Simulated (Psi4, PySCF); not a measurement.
C3H6Si, singlet, at a GFN2-xTB geometry. Base run: PBE0/6-31G, TDDFT (PySCF).

The PySCF input:
```python
from pyscf import gto, scf, dft, tdscf

mol = gto.M(
    atom='''
Si   -0.38899740   -0.58284897   -0.43516868
C    -1.78964912    0.15893730    0.60926038
C     1.17688432    0.31298191   -0.01682829
C     2.19112697    0.89712498    0.25772308
H    -0.65743343   -0.39586877   -1.86718525
H    -0.20448568   -2.00494994   -0.11693105
H    -1.58876616    0.05279494    1.67188466
H    -1.91687952    1.21840627    0.40400822
H    -2.73598435   -0.33319451    0.40172503
H     3.07933976    1.40843250    0.49792895
''',
    basis='6-31g',
    verbose=4,
)

mf = dft.RKS(mol)
mf.xc = 'pbe0'
mf.kernel()
td = mf.TDDFT()
td.nstates = 5
td.kernel()
td.analyze()
```

Programs used: Psi4, PySCF; a row that names a program was run with it.

Each row names what was changed in the base input (with any setting that the change needs).

```tsv
change	first excitation (eV)	oscillator strength of the first	second (eV)
base	6.54	0.000	6.87
code = psi4	6.54	0.000	6.87
basis = 6-31G*	6.28	0.000	6.57
functional = wb97x	6.55	0.000	6.92
functional = b3lyp	6.48	0.000	6.72
nstates = 10	6.54	0.000	6.87
functional = camb3lyp	6.48	0.000	6.81
guess vectors = 13 for 5 states	6.54	0.000	6.87
functional = blyp	6.36	0.000	6.58
functional = m062x	5.95	0.000	7.13
functional = lc_wpbe	6.57	0.000	7.00
```

An iterative solver can miss low states, so a row lists the states that it found.
